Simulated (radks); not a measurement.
Values are calculated unless marked as measured or tabulated.
Ionisation of the lanthanum ion La29+, [Ar] 3d10, to La30+, [Ar] 3d9, under several functionals. Scalar-relativistic Kohn-Sham, spin-polarised, spherical densities, finite nucleus; open shells are filled with parallel spins first (spin-orbit coupling, left out, can overturn this in heavy ions); a radial shooting solver on a logarithmic mesh with Libxc functionals.

functional                                      E(La29+) (hartree)  Exc (hartree)  IE (eV)  -e(HOMO) (eV)  <r> HOMO (bohr)  IE error (eV)
B86b exchange with PBE correlation                      -8057.6429      -169.7993   1807.1         1764.8           0.2515           +7.1
RPBE                                                    -8057.3692      -169.5300   1807.0         1764.7           0.2515           +7.0
Wu-Cohen GGA                                            -8055.9438      -168.0915   1807.0         1764.7           0.2515           +7.0
revPBE                                                  -8057.2584      -169.4186   1807.0         1764.6           0.2515           +7.0
exchange-only B88                                       -8056.1204      -168.2707   1805.1         1762.8           0.2515           +5.1
LDA (Slater exchange, Perdew-Wang correlation)          -8050.1560      -162.2744   1806.9         1764.5           0.2515           +6.9
OLYP                                                    -8059.5302      -171.7760   1810.8         1768.5           0.2512          +10.8
MS2 meta-GGA                                            -8056.9461      -168.8909   1807.6         1765.6           0.2517           +7.6
exchange-only PBE                                       -8055.2554      -167.3973   1804.9         1762.6           0.2515           +4.9
BP86                                                    -8058.1436      -170.3086   1807.3         1764.9           0.2515           +7.3

NIST Atomic Spectra Database: 1800 eV (theoretical). Closest: exchange-only PBE. The Delta-SCF values span 5.90 eV, the total energies 9.37 hartree. The highest occupied level is 3d. Open shells are spherical and high-spin; term and fine-structure splittings are not resolved. Spin-orbit splitting is averaged out at the scalar-relativistic level.
